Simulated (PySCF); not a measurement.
Stationary points of TiOBr

All numbers come from PySCF, PBE0, basis Ti def2-TZVP, O def2-TZVP, Br def2-TZVP (no relativity, density fitting).

Relaxations began from a few typed shapes; open shells are unrestricted. The search is not exhaustive: other isomers or separated fragments can lie lower, and high-lying points may rest on an excited occupation.

Which is the lowest minimum found?
A. doublet Cs: Ti–Br 2.447 Å, Ti–O 1.606 Å; Br–Ti–O 133.0°
B. doublet C∞v: Ti–Br 2.500 Å, Ti–O 1.614 Å; Br–Ti–O 180.0°

A. The others lie at 8.9 (doublet C∞v, a saddle point) kJ/mol above it.

Formally Ti is in oxidation state +3, d1, with 1 unpaired electron. The Mulliken spin on Ti is 1.14. The polar-tensor charge on Ti, 1.71, is far below the formal one.

For the lowest minimum: the spin densities have lower symmetry than the nuclear frame. Other spin states or occupations of the open shell can lie lower.
